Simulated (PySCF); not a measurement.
## Name the molecule from its bond curve

A diatomic of charge 0 contains Rb. Its doublet curve at UHF-CCSD in a double-zeta basis (scalar-relativistic core potentials, PySCF), in eV from the separated fragments:

| R (Å) | E (eV) |
| --- | --- |
| 2.260 | -2.064 |
| 2.360 | -2.265 |
| 2.436 | -2.342 |
| 2.511 | -2.371 |
| 2.586 | -2.366 |
| 2.687 | -2.320 |
| 2.812 | -2.220 |
| 2.963 | -2.064 |

The fit gives ωe = 336 cm⁻¹ and the rotational constant Bₑ = 0.1949 cm⁻¹.

Which atom is the partner?

The minimum lies at 2.535 Å, so the reduced mass is 16.8576 u Å² cm⁻¹/(Bₑ·Re²) = 13.46 u. With Rb at 84.91 u the partner weighs about 16.0 u: O. The molecule is RbO.

Correlated steps freeze 1 core orbital. Spin–orbit coupling is left out. The state is the lowest determinant that a PBE0 search found; another state may lie lower at other levels.
